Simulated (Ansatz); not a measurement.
`O[SiH](F)[AlH2]` + H₂ → `F[SiH2][AlH2]` + H₂O  (hydrogenolysis of the Si–O bond)

Calculated with Ansatz (gas phase, PBE0-D4/def2-TZVP geometries, no zero-point term in ΔE). CBS: MP2 limit from def2 TZ/QZ plus the TZ coupled-cluster correction, frozen cores. This one scheme is used for every species. DFT in def2-TZVPP. One conformer a species, not always the lowest.

CCSD(T)/CBS gives +86.0 kJ/mol.

Q: Another level gave +83.3 kJ/mol. Which?
A. PBE0/def2-TZVPP
B. MP2/def2-TZVPP
C. CAM-B3LYP/def2-TZVPP
D. CCSD/def2-TZVPP

A: D. CCSD/def2-TZVPP 83.3, PBE0 78.2, CAM-B3LYP 87.6, MP2/def2-TZVPP 92.5 kJ/mol.

Q: What do rigid-rotor, harmonic-oscillator terms from PBE0-D4/def2-TZVP frequencies (298.15 K, 1 bar) make of the CCSD(T)/CBS value? (Best estimate.)

A: Computed: ΔZPE = +12.6 kJ/mol, ΔH = +96.5 kJ/mol, ΔS = 28 J/(mol·K), ΔG = +88.3 kJ/mol.

Largest T1 diagnostic among the species: 0.012.

Leaving LDA and LC-ωPBE aside and taking each functional with its dispersion term where it has one, the values, not all of them listed here, spread over 9.9 kJ/mol, from HSE06-D4 to r2SCAN-D4. LDA lies +6.8 kJ/mol from PBE without D4. The D4 term adds +5.2 kJ/mol with B3LYP and +2.7 kJ/mol with PBE0; it sums over pairs of atoms, weighted by their polarisabilities, and B3LYP, whose exchange is more repulsive, gets the larger term. At CCSD(T), def2-SVP lies −12.1 kJ/mol from the extrapolated value and def2-TZVPP −0.2 kJ/mol.

B3LYP here is the variant with VWN-RPA as its local correlation; programs differ in this.
